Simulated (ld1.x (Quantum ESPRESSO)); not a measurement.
# Cutoff test, cobalt (Co), PAW

Co (Z = 27), PAW, made with ld1.x (Quantum ESPRESSO) 7.5 (BLYP, scalar-relativistic). Core [Ar], reference 3d7 4s2 4p0. Waves: 4s (bound): rcut 2.10, rcutus 2.35 bohr; 4s channel at 1.2 Ry: rcut 2.10, rcutus 2.35 bohr; 4p (bound, empty): rcut 2.15, rcutus 2.75 bohr; 4p channel at 0.2 Ry: rcut 2.15, rcutus 2.75 bohr; 3d (bound): rcut 1.25, rcutus 1.40 bohr; 3d channel at 1.75 Ry: rcut 1.25, rcutus 1.40 bohr. Local part: all-electron potential smoothed inside 1.85 bohr (lloc = -1). Core correction: a·sin(br)/r model core, default radius (ld1.x builds one for every PAW set, though the input has nlcc=.false.). Augmentation charge: PSQ, radius 1.05 bohr.

The pseudo-atom Hamiltonian at the reference potential is diagonalised in spherical Bessel functions j_l(qr) that vanish at 20 bohr, with q² up to the cutoff. All-electron valence levels (Ry): 4s -0.3980, 4p -0.0906, 3d -0.5957.

How do the lowest levels (Ry) of each channel move with the cutoff, and are there ghosts?

| cutoff (Ry) | s #1 | p #1 | p #2 | d #1 | f #1 | Σ f·Δε (mRy) |
| --- | --- | --- | --- | --- | --- | --- |
| 8 | -0.3978 | -0.0905 | 0.0424 | 0.0531 | 0.1065 | 4542.0 |
| 12 | -0.3979 | -0.0905 | 0.0424 | 0.0480 | 0.1065 | 4506.1 |
| 18 | -0.3979 | -0.0905 | 0.0424 | -0.1747 | 0.1065 | 2946.8 |
| 21 | -0.3979 | -0.0905 | 0.0424 | -0.2976 | 0.1065 | 2086.6 |
| 30 | -0.3979 | -0.0905 | 0.0424 | -0.4958 | 0.1065 | 699.5 |
| 40 | -0.3979 | -0.0905 | 0.0424 | -0.5785 | 0.1065 | 120.3 |
| 50 | -0.3979 | -0.0905 | 0.0424 | -0.5935 | 0.1065 | 15.3 |
| 60 | -0.3979 | -0.0905 | 0.0424 | -0.5949 | 0.1065 | 5.6 |
| 70 | -0.3979 | -0.0905 | 0.0423 | -0.5950 | 0.1065 | 5.0 |
| 90 | -0.3979 | -0.0905 | 0.0423 | -0.5956 | 0.1065 | 1.0 |
| 110 | -0.3979 | -0.0905 | 0.0423 | -0.5956 | 0.1065 | 0.6 |
| 400 | -0.3979 | -0.0905 | 0.0423 | -0.5957 | 0.1065 | 0.0 |

Result: no extra level below or beside the all-electron valence levels (s, p, d, f tested); 10 mRy is reached at 55 Ry and 1 mRy at 90 Ry.

Its largest configuration-test error is -1503 meV.
